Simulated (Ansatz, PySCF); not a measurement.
Process, species as SMILES: Cl[Se]Cl [chloro selenohypochlorite] -> Cl[Se]Cl as doublet, charge -1 (an electron is taken up)
Each molecule is optimised on its own at B3LYP-D3(BJ)/def2-TZVP (Ansatz, an electronic-structure program). A spin state is the lowest found, not a proven ground state.

Quantity: adiabatic electron affinity (0 K, with B3LYP-D3(BJ) harmonic zero-point energies from PySCF), positive where the reaction releases energy, in eV. Cores are frozen in the correlated levels unless marked. Open shells are spin-unrestricted. Spin-orbit coupling is left out. The frozen core is the preceding noble-gas configuration, with the filled d and f shells of earlier blocks. Non-relativistic. Anions need diffuse functions: def2-D sets add few; the other sets have none. CBS(X,Y): correlation extrapolated as X^-3; Hartree-Fock from the larger set. [CCSD(T)-MP2]/basis is that difference in the basis named.

```
level           program  adiabatic electron affinity (eV)
--------------  -------  --------------------------------
HF/STO-3G        Ansatz                             -1.51
HF/def2-TZVPPD   Ansatz                              2.09
```

### Question
What does RI-MP2/CBS(def2-TZVPPD,def2-QZVPPD)+[CCSD(T)-MP2]/def2-TZVPPD (Ansatz) give?

### Answer
2.28 eV, so HF/def2-TZVPPD differs from it by -0.19 eV.
